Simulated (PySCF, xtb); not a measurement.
BCl2I, SMILES B(Cl)(I)Cl.

Geometry optimised at B3LYP-D3(BJ)/def2-SVP. The def2 effective core potentials stand for the cores of I; spin–orbit coupling is left out.

Computed with PySCF 2.14.0 with C-PCM-PBE0/def2-SVP.

The values are the electrostatic part of the solvation free energy, E(continuum) − E(gas) at the gas-phase geometry, in a cavity of scaled van der Waals radii (PySCF's table); cavitation and dispersion terms are not included. In vacuum the orbital gap is 5.96 eV. The dipole moment in vacuum is 0.07 D.

```tsv
solvent	ε	ΔG(elec) (kcal/mol)	dipole (D)	gap (eV)
water	78.36	-0.7	0.05	6.05
acetonitrile	35.69	-0.7	0.05	6.04
n-hexane	1.88	-0.3	0.06	6.00
```

For comparison, GFN2-xTB/ALPB(water) (xtb, at the GFN2-xTB geometry, all terms of that model) gives -1.4 kcal/mol.
